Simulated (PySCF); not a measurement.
A geometry optimisation on [IrCl6]3-, `[Cl][Ir-3]([Cl])([Cl])([Cl])([Cl])[Cl]`.

Method: PBE0-D3(BJ)/def2-SVP geometry optimisation, gas phase, def2 core potentials past Kr (PySCF 2.14.0). Start geometry: GFN2-xTB. A driver script takes a list of jobs; this job's settings line and coordinates (Å) are shown.

Input:
```
{"job": {"xc": "PBE0", "basis": "def2-SVP", "d3": "d3bj", "grid": 1, "maxiter": 30, "kind": "geom"}, "charge": -3, "multiplicity": 1}
Ir     0.001530    -0.001010    -0.000410
Cl    -0.018810    -0.009460     2.367630
Cl     0.017770     0.009300    -2.368630
Cl     2.369180     0.002920     0.018910
Cl    -2.367470     0.002260    -0.020280
Cl    -0.009560     2.365790     0.010970
Cl     0.007370    -2.369810    -0.008180
```

Output:
```
step   0  E = -2863.81632676  max force = 0.014842
step   1  E = -2863.82122815  max force = 0.000459
step   2  E = -2863.82120885  max force = 0.000663
step   3  E = -2863.82123681  max force = 0.000134
optimisation converged
```

Energies in Eh; «max force» is the largest Cartesian gradient component in Eh/bohr.

Task: At which steps does the energy rise by more than 1e-5 Eh?

Result: At step 2 (+0.02 mEh).

In short: final energy -2863.82124 Eh after 3 steps.

The ion is multiply charged and computed in the gas phase, without counter-ions or solvent; whether it holds all its electrons wasn't checked.

Task: Estimate the wall time. Hardware: an Arm Neoverse V2 with one thread, no GPU, shared host with 96 logical CPUs at a one-minute load of 32. And the peak memory of the process?

Result: About 55 s, with 0.57 GiB resident at the peak, the Python interpreter and its libraries included.
Labels such as C1 count atoms from 1, the log's own numbers from 0.
